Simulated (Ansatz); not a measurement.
Two structures of Si2H7O3F3, closed shell, reached by relaxing down either side of one saddle point (PBE0-D4/def2-TZVP). Energies are electronic, without zero-point energy. Program: Ansatz 0.2.0. Basis: def2-TZVPP and def2-QZVPP. Cores are frozen in the correlated methods. Extrapolation: Hartree–Fock as exp(−7.88 √X), correlation as X^−2.97. First:

```tsv
atom	x (Å)	y (Å)	z (Å)
Si1	-0.7952	0.4460	0.6336
O2	0.3585	0.0379	-0.5041
Si3	0.1259	0.0587	-2.1673
F4	-1.9680	0.7560	-0.4636
F5	-0.6475	1.9199	1.1960
O6	-1.6157	-0.7015	1.4777
H7	1.4924	-0.2150	1.6988
O8	0.5858	-0.0291	2.0207
H9	1.8105	-0.3003	-0.0835
F10	2.6002	-0.4837	0.4395
H11	-0.2093	1.4207	-2.6335
H12	1.4385	-0.3609	-2.7154
H13	-0.9178	-0.9175	-2.5504
H14	-2.5115	-0.8299	1.1593
H15	0.2533	-0.8012	2.4920
```

Second:

```
15
angstrom
Si -1.2994 0.6213 1.8732
O 0.3093 -0.5485 -1.1880
Si 0.4335 -0.6151 -2.8380
F -1.7003 2.1119 1.5380
F -2.1540 0.2217 3.1319
O -1.5430 -0.4146 0.7011
H 1.4622 -0.0083 1.4300
O 0.2968 0.6438 2.2959
H 1.1149 -0.5700 -0.6429
F 2.0877 -0.3792 0.8107
H 1.2340 0.5260 -3.3518
H 1.0719 -1.8844 -3.2709
H -0.9553 -0.5381 -3.3444
H -0.9385 -0.4739 -0.0744
H 0.5801 1.3075 2.9295
```

(1) Which bonds change from the first to the second?

(2) Give the saddle point's structure and its height above each. (An estimate is asked for; the value comes from the calculation.)

The T1 diagnostic stays at or below 0.012.

Answers

(1) Si₂H₄O₂F₂ ([OH][Si]([F])([F])[O][SiH3]) + H₂O + HF → SiH₂O₂F₂ ([OH][Si]([OH])([F])[F]) + SiH₄O ([OH][SiH3]) + HF; bonds formed: O2–H9, H7–F10; dative contacts that become bonds: Si1–O8; bonds broken: Si1–O2, H7–O8, H9–F10.

(2) The calculation gives: 60.4 kJ/mol above the first and 78.0 kJ/mol above the second (CCSD(T) at an estimated basis limit (MP2 extrapolated from triple and quadruple zeta, plus CCSD(T) − MP2 in triple zeta)).
```tsv
atom	x (Å)	y (Å)	z (Å)
Si1	-0.8840	0.3781	0.8084
O2	0.2176	-0.3400	-0.4813
Si3	0.1505	0.0027	-2.1223
F4	-1.3763	1.4322	-0.2959
F5	-1.5706	1.1628	2.0537
O6	-1.6652	-1.0291	1.0517
H7	1.4784	-0.0014	1.3980
O8	0.6596	0.6406	1.6590
H9	1.2645	-0.7273	-0.0237
F10	2.1479	-0.8588	0.6709
H11	0.5498	1.4009	-2.3934
H12	1.1198	-0.9306	-2.7460
H13	-1.2168	-0.2723	-2.6161
H14	-1.4276	-1.7370	0.4520
H15	0.5524	0.8792	2.5850
```

Labels in which every atom is bracketed show which atoms are joined, not bond orders.

For scale, one of the runs: CCSD(T)/def2-TZVPP, 368 basis functions, launched by `ansatz run in.yaml --threads 4 --pin off --events-out ev --progress --plain --max-ram 41984MiB --backend cuda --devices 0, --max-vram 37GiB`. Time: 11 s of wall clock on 4 CPU threads of an AMD EPYC 7R13 and a share of one NVIDIA H100; the host was shared. Peak host memory: 0.88 GiB.
